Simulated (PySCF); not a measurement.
# UHF on P (phosphorus, neutral)

Configuration: [Ne] 3s2 3p2 3d1, one real determinant (an excited configuration). All numbers are calculated (PySCF 2.14, the non-relativistic Hamiltonian (point nucleus), in aug-cc-pV(T+d)Z with one added diffuse shell each of s, p, d, f type (7s6p5d3f, 71 functions)).

* Total energy: -340.410060 hartree
* One-electron energy: -468.1970 hartree
* Hartree (Coulomb) energy: 150.2234 hartree
* Exchange energy: -22.4364 hartree
* Kinetic energy: 340.39975 hartree
* ⟨S²⟩: 3.7601
* ⟨L²⟩: 8.006
* Sum of ⟨r⟩: 18.82 bohr
* Sum of ⟨r²⟩: 71.59 bohr²
* Traceless quadrupole moment −½Σ⟨3z² − r²⟩ along its main axis: -8.33 e·bohr²
* Density at the nucleus (Gaussians lack the cusp): 2150 bohr⁻³
* Spin density at the nucleus: 0.00598 bohr⁻³
* Langevin diamagnetic susceptibility: -56.7 ×10⁻⁶ cm³/mol

```tsv
shell	electrons	mean orbital energy (hartree)	spread (hartree)	rms radius, mean of both spins (bohr)
1s α	1	-80.22270	0	0.120
1s β	1	-80.20697	0	0.120
2s α	1	-7.75404	0	0.562
2s β	1	-7.73671	0	0.562
2p α	3	-5.64877	0.01600	0.540
2p β	3	-5.61728	0.01932	0.540
3s α	1	-0.96807	0	1.99
3s β	1	-0.76315	0	1.99
3p α	2	-0.55753	0	2.33
3d α	1	-0.05821	0	7.10
```

⟨L²⟩ = 8.01 against 12 for a pure F term, so this real determinant mixes terms. The outer electron is Rydberg-like, and this basis confines it to a smaller radius and binds it less than a complete one would.

Spin-orbit constants ζ (cm⁻¹) from the X2C one-electron operator on these orbitals (non-relativistic here): bare nucleus, nucleus screened by l(l+1)(2l+1)/3 electrons, and screened by the Breit-Pauli mean field of the electrons.

```csv
shell,bare,screened nucleus,mean field
2p,5398,4678,4349
3p,338.8,293.6,268.3
3d,1.469,0.4895,0.1634
```

To first order the Landé constant is A = 29.85 cm⁻¹, so the lowest level has J = 3/2 and lies 0.0222 eV below the centre of the term. This holds in LS coupling only.
